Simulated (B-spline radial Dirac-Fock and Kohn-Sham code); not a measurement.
ΔSCF core binding energies without Breit or QED terms, calculated with an atomic code on a B-spline grid.

A sound run for the free iodine atom in the configuration [Kr] 4d10 5s2 5p5: The ground state converged in 10 iterations, with total energy -7115.79525 Ha, virial ratio 1.94344 and highest orbital energy -10.58 eV. ΔSCF binding energies: K (1s) 33292.6 eV, L3 (2p3/2) 4574.9 eV, M5 (3d5/2) 628.4 eV.

A second run, with one unsound setting: The ground state had not converged after 69 iterations, with total energy -7115.42530 Ha, virial ratio 1.93837 and highest orbital energy -7.14 eV. ΔSCF binding energies: K (1s) 33313.1 eV, L3 (2p3/2) 4592.2 eV, M5 (3d5/2) 640.1 eV (not all states converged, so these are not final).

```
iter   energy (Ha)        error
   1    -7112.73904042  1.79e+00
   2    -7114.75215765  2.39e-01
   3    -7114.76816714  2.37e-01
   4    -7114.78393086  2.35e-01
   5    -7114.79945259  2.33e-01
   6    -7114.81473606  2.31e-01
   7    -7114.82978495  2.29e-01
   8    -7114.84460286  2.28e-01
   9    -7114.85919337  2.26e-01
  17    -7114.96813938  2.12e-01
  25    -7115.06441038  1.99e-01
  33    -7115.14948295  1.86e-01
  41    -7115.22466026  1.75e-01
  49    -7115.29109290  1.64e-01
  57    -7115.34979702  1.54e-01
  65    -7115.40167037  1.44e-01
  69    -7115.42529713  1.40e-01
```

Question: Which fault fits the second run best?
A. overfilled shell
B. speed of light below Z
C. damping too heavy
D. box too small

Answer: C. The input had damp = 0.995; ndamp = 100: damp is so close to 1 that the orbitals hardly move in each step.
